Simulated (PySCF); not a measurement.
Compound: C5H7N2S (charge +1).
SMILES with atom numbers: `[CH2:1]=[CH:2][c:3]1[cH:4][n+:5]([CH3:6])[n:7][s:8]1` (hydrogens: H9, H10 on C1; H11 on C2; H12 on C4; H13, H14, H15 on C6)
Bond orders are those of one Lewis drawing.

Computed by this run: PBE0/def2-SV(P) geometry optimisation, gas phase in PySCF; density fitting, grid level 1; the optimiser is geomeTRIC in internal coordinates, started from a GFN2-xTB structure.

Step 1: E = -19082.6405 eV
```
atom  x, y, z in Å  |  force x, y, z in eV/Å
C1     -3.1461   -0.6737   -0.4142   -0.095   0.013  -0.097
C2     -2.0590   -0.7305    0.3691   -0.015  -0.023   0.068
C3     -0.7167   -0.3941   -0.0577    0.131   0.025  -0.004
C4      0.4376   -0.4029    0.7021    0.041  -0.011   0.083
N5      1.5252   -0.0268   -0.0227    0.121  -0.020   0.194
C6      2.8823    0.0666    0.5191   -0.001  -0.012   0.033
N7      1.3455    0.2719   -1.2591   -0.224  -0.023  -0.084
S8     -0.2399    0.1035   -1.6364   -0.043   0.034  -0.151
H9     -3.1038   -0.3593   -1.4671   -0.010  -0.019   0.054
H10    -4.1356   -0.9424   -0.0256    0.062   0.010   0.001
H11    -2.1523   -1.0470    1.4153    0.021   0.016  -0.043
H12     0.5461   -0.6623    1.7577   -0.019   0.006  -0.055
H13     3.1830   -0.9186    0.9069    0.002  -0.006   0.001
H14     3.5416    0.3745   -0.3018    0.024   0.004  -0.009
H15     2.8948    0.8166    1.3246    0.005   0.007   0.008
```

Step 2: E = -19082.6410 eV
```
atom  x, y, z in Å  |  force x, y, z in eV/Å
C1     -3.1520   -0.6775   -0.4116    0.000   0.006  -0.027
C2     -2.0522   -0.7246    0.3563   -0.028  -0.010   0.019
C3     -0.7106   -0.3857   -0.0730   -0.095  -0.029   0.057
C4      0.4367   -0.3986    0.6989   -0.018   0.017  -0.085
N5      1.5277   -0.0244   -0.0202   -0.018   0.014  -0.050
C6      2.8843    0.0636    0.5263   -0.008   0.003  -0.017
N7      1.3443    0.2735   -1.2594    0.069   0.026  -0.051
S8     -0.2372    0.1120   -1.6534    0.100  -0.022   0.141
H9     -3.1379   -0.3695   -1.4656    0.030   0.004   0.005
H10    -4.1289   -0.9520   -0.0002    0.002  -0.003   0.013
H11    -2.1334   -1.0387    1.4028   -0.005   0.000   0.006
H12     0.5350   -0.6613    1.7530   -0.017  -0.003  -0.003
H13     3.1792   -0.9235    0.9143   -0.006  -0.003  -0.003
H14     3.5500    0.3694   -0.2911   -0.001  -0.001  -0.002
H15     2.8976    0.8126    1.3332   -0.006   0.001  -0.003
```

**Question.** Estimate the geometry and energy of step 3. (The exact step hangs on the optimiser's Hessian estimate; all steps are aligned on step 2, rigid shifts and turns removed.)

**Answer.** E = -19082.6424 eV, largest force 0.071 eV/Å
```
atom  x, y, z in Å  |  force x, y, z in eV/Å
C1     -3.1491   -0.6763   -0.4143   -0.008  -0.001  -0.008
C2     -2.0562   -0.7271    0.3628   -0.007  -0.001   0.005
C3     -0.7137   -0.3885   -0.0644   -0.017  -0.006   0.016
C4      0.4373   -0.3990    0.7010    0.001   0.001  -0.013
N5      1.5271   -0.0243   -0.0204   -0.020   0.004  -0.013
C6      2.8848    0.0646    0.5228   -0.006  -0.001  -0.004
N7      1.3417    0.2732   -1.2590    0.008   0.012  -0.039
S8     -0.2411    0.1092   -1.6449    0.055  -0.004   0.045
H9     -3.1217   -0.3666   -1.4674    0.014   0.002   0.001
H10    -4.1306   -0.9489   -0.0128    0.000  -0.002   0.008
H11    -2.1431   -1.0419    1.4087   -0.002   0.002   0.002
H12     0.5390   -0.6613    1.7548   -0.009  -0.004   0.004
H13     3.1808   -0.9223    0.9103   -0.002  -0.001  -0.001
H14     3.5484    0.3706   -0.2963   -0.002  -0.001  -0.001
H15     2.8991    0.8139    1.3294   -0.003   0.000  -0.002
```

The energy changes by -0.0014 eV. The first-order estimate −F·Δx gives -0.0021 eV and the mean of the old and new forces, exact on a quadratic surface, -0.0013 eV. The step makes an angle of 75° with the force vector and moves no atom by more than 0.017 Å.

What follows is the cost of the whole optimisation. Time: 56 s wall; peak memory 0.59 GiB. Hardware: one thread, Arm Neoverse N1 (aarch64), shared host.
